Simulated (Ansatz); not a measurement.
Basis-set series for `O[Si](O)(F)O[SiH3]`. Total charge 0; spin multiplicity 1. All single points use the PBE0-D4/def2-TZVP geometry. It is one conformer, not always the lowest.

```
functional       basis  functions  energy (Eh)  HOMO (eV)  LUMO (eV)
   PBE0-D4    def2-SVP        117   -906.73783      -8.90       0.58
   PBE0-D4  def2-QZVPP        518   -907.42059      -9.07      -0.24
   ωB97M-V    def2-SVP        117   -907.18092     -11.18       2.39
   ωB97M-V  def2-QZVPP        518   -907.86903     -11.38       1.08
```

Question: Give the rows for def2-TZVPP. (Estimate.)

Answer: Computed: 
```tsv
functional	basis	functions	energy (Eh)	HOMO (eV)	LUMO (eV)
PBE0-D4	def2-TZVPP	278	-907.38015	-9.03	0.00
ωB97M-V	def2-TZVPP	278	-907.83142	-11.35	1.57
```

Positive LUMOs are unbound and depend on the basis.
